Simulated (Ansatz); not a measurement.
Compare A (`C=CC([SiH3])=S`) with its isomer B (`C=C([SiH3])C=S`).

Calculated with Ansatz (gas phase, PBE0-D4/def2-TZVP geometries, no zero-point term in ΔE). CBS: MP2 limit from def2 TZ/QZ plus the TZ coupled-cluster correction, frozen cores. Functionals use def2-TZVPP. B3LYP here is the variant with VWN-RPA as its local correlation; programs differ in this. Each species was taken in one conformer, which may not be the lowest.

A:

```xyz
11

C     1.0344   -1.5496    1.2310
C     0.5538   -0.8448    0.2053
C    -0.2305    0.3805    0.3378
Si   -0.8586    1.2732   -1.2083
S    -0.6378    1.0855    1.7503
H     0.8554   -1.2285    2.2522
H     1.6105   -2.4528    1.0709
H     0.7444   -1.1847   -0.8095
H    -0.4221    0.5582   -2.4421
H    -0.3094    2.6501   -1.2212
H    -2.3402    1.3129   -1.1664
```

B:

```xyz
11

C    -0.299    0.814   -1.298
C     0.065   -0.007   -0.305
Si   -0.458    0.337    1.464
C     0.835   -1.221   -0.575
S     1.843   -1.479   -1.812
H    -0.872    1.716   -1.113
H    -0.035    0.588   -2.329
H    -1.272   -0.799    1.975
H    -1.255    1.589    1.491
H     0.735    0.479    2.338
H     0.712   -2.017    0.165
```

(1) Which is lower in electronic energy at CCSD(T)/CBS, and by how much? (An estimate is asked.)

(2) Give E(B) − E(A) in kcal/mol with PBE-D4, MP2/def2-TZVPP, B2PLYP, HF/def2-TZVPP, ωB97M-V, CCSD(T)/def2-TZVPP, B3LYP-D4. (An estimate is asked.)

Largest T1 diagnostic: 0.017.

## Answers

(1) The calculation gave: B, by 0.5 kcal/mol.

(2) Computed: PBE-D4 0.1, MP2/def2-TZVPP -0.8, B2PLYP -0.5, HF/def2-TZVPP -1.7, ωB97M-V -0.8, CCSD(T)/def2-TZVPP -0.8, B3LYP-D4 -0.3. The order is the other way round with PBE-D4.

In def2-TZVPP, CCSD(T) changes the Hartree–Fock value by +0.9 kcal/mol (the triples alone add +0.3 kcal/mol) and MP2 by +0.9 kcal/mol.
